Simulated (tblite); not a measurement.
Problem. What does the GFN2-xTB structure of `C=[C][C@@H]1C[C@H](Cl)[C@@H]1F` [radical] look like in three dimensions? (Doublet state.)

Solution. 
```
atom  x, y, z in Å
C1     2.549   -0.347   -0.576
C2     1.418   -0.917   -0.321
C3     0.079   -0.700    0.165
C4    -1.049   -0.675   -0.896
C5    -1.646    0.558   -0.213
Cl6   -2.114    1.900   -1.274
C7    -0.357    0.752    0.603
F8     0.458    1.730    0.123
H9     2.743    0.713   -0.402
H10    3.386   -0.892   -0.986
H11   -0.149   -1.393    0.979
H12   -1.691   -1.551   -0.946
H13   -0.661   -0.446   -1.886
H14   -2.501    0.337    0.425
H15   -0.470    0.936    1.676
```

Orientation and origin are arbitrary. Atoms count from 1 in this order. The 4-membered ring C3–C4–C5–C7 has internal angles of 88.2° to 90.7° (sum 357°, against 360° for a flat polygon); it is puckered, 0.09 Å rms from its mean plane, widest ring torsion 14°. Of the pairs four or more bonds apart, C1···F8 is among the closest relative to their van der Waals radii: 3.03 Å, 96 % of the sum of Bondi's values. The C–C distances run from 1.292 Å (C1=C2, drawn double) to 1.578 Å (C3–C7, drawn single), a spread of 0.286 Å. C1 (carbon bonded to C and 2 H) is planar (angles 123.6°, 122.1° and 114.4°, sum 360.0°, 0.00 Å off the plane of its three neighbours).

Bonds between heavy atoms (Å): C1=C2 1.292, C2–C3 1.441, C3–C4 1.549, C4–C5 1.531, C5–Cl6 1.774, C5–C7 1.537, C7–F8 1.361, C3–C7 1.578.

Computed geometry: GFN2-xTB, gas phase. This method treats the open shell by occupation alone, without spin polarisation.

Point group: C1 (no symmetry element, even within 0.4 Å). Its GFN2-xTB frequencies are all real (lowest 37 cm⁻¹). Torsions: C1–C2–C3–C4 105°, C2–C3–C4–C5 -136°, C3–C4–C5–Cl6 134°, C4–C5–C7–F8 102°, C2–C3–C7–C5 133°.

One conformer stands for the species.
